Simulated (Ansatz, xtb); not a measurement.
## Two isomers of C5H6ClFO2

Structure a is `O=C1COC[C@](F)(Cl)C1`, a singlet and structure b is `O=C(O)[C@@H]1[C@@H](Cl)[C@@H]1CF`, a singlet. Both are isolated molecules in the gas phase, relaxed with PBE-D3(BJ)/def2-SVP; each stands in its lowest conformer found.

Energies in hartree; the thermal terms are from GFN2-xTB frequencies at re-optimised GFN2-xTB minima (ideal gas, soft modes damped towards free rotors, one conformer each, 298.15 K, 1 atm) and include the zero-point energy:

```
                              a           b
E, CCSD(T)/def2-SVP  −902.437759  −902.441925
    E, MP2/def2-SVP  −902.334876  −902.344449
  E, MP2/def2-TZVPP  −903.377975  −903.386811
  zero-point energy     0.104469     0.104293
       H(298 K) − E     0.113810     0.114456
       G(298 K) − E     0.070696     0.068717
```

Task: Correct the CCSD(T) difference for the basis set by the MP2 change, then work out ΔE, ΔE₀, ΔH and ΔG for a → b in kJ/mol (1 Eh = 2625.50 kJ/mol) and the equilibrium ratio [b]/[a].

Result: 1. Differences b − a: CCSD(T) −0.004166, MP2 in the small set −0.009573, MP2 in the large set −0.008836 Eh.
2. ΔE = −0.004166 + (−0.008836 − (−0.009573)) = −0.003429 Eh = −9.00 kJ/mol.
3. ΔE₀ = ΔE + ΔZPE = −0.003429 + (−0.000176) Eh = −9.46 kJ/mol.
4. ΔH = ΔE + (+0.000646) Eh = −7.31 kJ/mol.
5. ΔG = ΔE + (−0.001979) Eh = −14.20 kJ/mol, so ΔS = (ΔH − ΔG)/T = +23.1 J/(mol K).
6. kT = 0.9442 mEh, so K = [b]/[a] = exp(−ΔG/kT) = exp(+5.73) ≈ 310.

Structure b is favoured at this temperature. An error of 4 kJ/mol in ΔG would change K by a factor of 5. HF/STO-3G gave ΔE the other sign. Mirror images and further conformers aren't counted.

As drawn, b has 1 C–C, 1 O–H in place of 1 C–O, 1 C–H. Structure a has a 6-membered ring, b a 3-membered ring.

Other levels gave ΔE = −2.7 (GFN2-xTB); +142.4 (HF/STO-3G, GFN2-xTB geometries); −9.0 (r2SCAN-D4/def2-SVP, GFN2-xTB geometries); −13.7 (PBE-D3(BJ)/def2-SVP); −14.0 (HF/def2-SVP); −25.1 (MP2/def2-SVP); −10.9 (CCSD(T)/def2-SVP) kJ/mol. The correlated steps freeze 13 core orbitals. Programs: Ansatz 0.2.0, xtb 6.7.1.
